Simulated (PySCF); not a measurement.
```xyz
3
charge 0 multiplicity 2, angstrom
Sn    0.0000    0.0000   -0.0514
O     0.0000    0.0000   -1.9264
F     0.0000    0.0000    1.9459
```

Computed with PySCF, UPBE0, basis Sn def2-TZVP with ECP28, O def2-TZVP, F def2-TZVP (scalar-relativistic core potentials, no spin–orbit coupling, density fitting).

This geometry of SnOF is a stationary point at this level.

(1) What is the point group?

(2) Is it a minimum?

(3) Which band is strongest in the infrared?

(4) What are the dipole moment and the gap between the highest occupied and lowest empty levels of either spin?

Results:

(1) C∞v.

(2) No: it has 2 imaginary modes (one degenerate set), at 189i cm⁻¹ (π).

(3) 502 cm⁻¹ (σ+), 78 km/mol.

(4) 0.88 D and 3.48 eV.

This need not be the most stable arrangement of these atoms. At this level a doublet minimum of Cs symmetry lies 85 kJ/mol below this structure. With an element this heavy the missing spin–orbit coupling can shift these numbers.
